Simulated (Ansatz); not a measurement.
AlCl (SMILES [Al][Cl]), singlet, geometry from GFN2-xTB (such geometries of metal compounds can be far from the true shape); PBE/cc-pVDZ in Ansatz (an electronic-structure program).

Ansatz was given this input:
Ansatz 0.2 input:
```yaml
crystal:
  periodic: [false, false, false]
  atoms:
    - {symbol: Al, position_ang: [-0.00000000, -0.00000000, -1.15413952]}
    - {symbol: Cl, position_ang: [0.00000000, 0.00000000, 0.88257728]}
basis:
  gaussian:
    orbitals: cc-pVDZ
    point_charges:
      - {charge: 0.5, position_ang: [-2.0787, -3.2736, 0.9175]}
hamiltonian:
  xc: pbe
```

What the program printed (banner, timings and long lists left out):

```
Functional definition: PBE
376 factors; integrals over basis functions are off by at most 4.6e-4 eV
mean field evaluation 1: about -19111.3304 eV, gradient 1.5e1 eV
mean field evaluation 2: about -19110.1070 eV, gradient 2.5e1 eV
mean field evaluation 4: about -19112.0151 eV, gradient 5.7e-1 eV
mean field evaluation 8: about -19112.0155 eV, gradient 5.3e-3 eV
mean field -19112.01550409 eV, -702.3536151860 hartree, gradient 1.0e-5 eV, S^2 0.000000; 0 other end points of the search recorded, 0 dependent functions left out
reference -19112.01552861 eV, -702.3536160871 hartree; 15, 15 occupied and 21, 21 virtual orbitals, 376 factors
Total energy: -19112.01552861 eV, -702.3536160871 hartree
```
